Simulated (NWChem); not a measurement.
NWChem input wanted

BBrCl2 has 4 atoms, charge 0, and is taken as a singlet. As SMILES, `ClB(Cl)Br`. The shape is that of a PBE0-D4/def2-TZVP optimisation.

```xyz
4

Cl    0.5821    0.6660    1.5108
B     0.0372   -0.0381    0.0221
Cl    0.4443   -1.6792   -0.3656
Br   -1.0081    0.9911   -1.1876
```

Settings wanted:

```json
{
 "task": "gradient",
 "method": "DFT",
 "functional": "revPBE",
 "basis set": "cc-pVDZ",
 "reference": "RKS",
 "relativity": "none",
 "integration grid": "xfine",
 "SCF convergence threshold": "1e-08",
 "iteration cap": "100",
 "symmetry": "none",
 "module": "dft"
}
```

Task: Give an NWChem 7.3.0 job that does this.

Result: This one ran through:

run.py:
```python
from ase import Atoms
from ase.calculators.nwchem import NWChem

system = Atoms(['Cl', 'B', 'Cl', 'Br'], positions=[
    [0.582100, 0.666000, 1.510800],
    [0.037200, -0.038100, 0.022100],
    [0.444300, -1.679200, -0.365600],
    [-1.008100, 0.991100, -1.187600],
])

calc = NWChem(
    label='bbrcl2',
    theory='dft',
    memory='2200 mb',
    basis='cc-pVDZ',
    basispar='spherical bse',
    dft={'xc': 'revpbe cpbe96', 'mult': '1', 'grid': 'xfine', 'convergence': 'energy 1e-08', 'iterations': '100', 'mulliken': None},
)
system.calc = calc

forces = system.get_forces()
print("Total energy (eV):", round(system.get_potential_energy(), 6))
print("forces (eV/A):")
for s, f in zip(system.symbols, forces):
    print(f"{s:2s} {f[0]:10.5f} {f[1]:10.5f} {f[2]:10.5f}")
print("dipole (e A):", system.get_dipole_moment().round(4))
```

```bash
$ export ASE_NWCHEM_COMMAND="nwchem PREFIX.nwi > PREFIX.nwo"
$ python run.py
```

Calculated total energy: -3519.10745 Eh, largest force 0.839 eV/Å.
